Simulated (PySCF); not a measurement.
Rb₂ and its ions

PBE0; PySCF, scalar-relativistic core potentials, basis sets Rb def2-SVPD with ECP28. Neutral (UKS): singlet (closed shell), Re = 4.304 Å, ωe = 56.0 cm⁻¹, De = 0.45 eV, HOMO -2.82 eV, LUMO -1.22 eV.

Rb₂⁺ (UKS): doublet (σ ↑), Re = 5.065 Å, ωe = 37.1 cm⁻¹, De = 0.75 eV to Rb⁺ + Rb. The energies at the minima are -48.17943 hartree for Rb2 and -48.03618 for Rb₂⁺.

**Question.** Work out the adiabatic ionisation energy, without and with harmonic zero-point energies (1 hartree = 27.2114 eV, 1 eV = 8065.5 cm⁻¹), and the change of the bond length.

**Answer.** At PBE0: 0.14325 hartree = 3.898 eV between the minima; the zero-point term (37.1 − 56.0)/2 cm⁻¹ = -0.001 eV makes it 3.897 eV. Re changes by +76.1 pm against the neutral. Minus the HOMO energy is 2.82 eV, -1.08 eV from the value between the minima; self-interaction puts the Kohn–Sham level too high, less so with exact exchange. The electron leaves a σ orbital, and the longer bond of the ion fits a bonding orbital, or a change in how ionic the bond is.

Rb₂⁻ (UKS): doublet (σ ↑), Re = 4.851 Å, ωe = 35.1 cm⁻¹, De = 0.55 eV to Rb + Rb⁻. The energies at the minima are -48.17943 hartree for Rb2 and -48.19961 for Rb₂⁻.

**Question.** Work out the adiabatic electron affinity, without and with harmonic zero-point energies (1 hartree = 27.2114 eV, 1 eV = 8065.5 cm⁻¹), and the change of the bond length.

**Answer.** At PBE0: 0.02018 hartree = 0.549 eV between the minima; the zero-point term (56.0 − 35.1)/2 cm⁻¹ = +0.001 eV makes it 0.550 eV. Re changes by +54.7 pm against the neutral. The electron enters a σ orbital; the charge polarises the partner, so the anion is bound more strongly.

Closed-shell solutions of metal pairs were not tested for spin polarisation, which can lower them a little. Weak bonds: Rb2. Basis-set superposition, not corrected here, can be much of De in a small basis, most of all at correlated wavefunction levels. Spin–orbit coupling is left out. The highest Kohn–Sham level is positive in this anion. Much of that is self-interaction error, but it also means that the finite basis helps to hold the extra electron. States were picked by a PBE0 search and need not be the measured ground states.
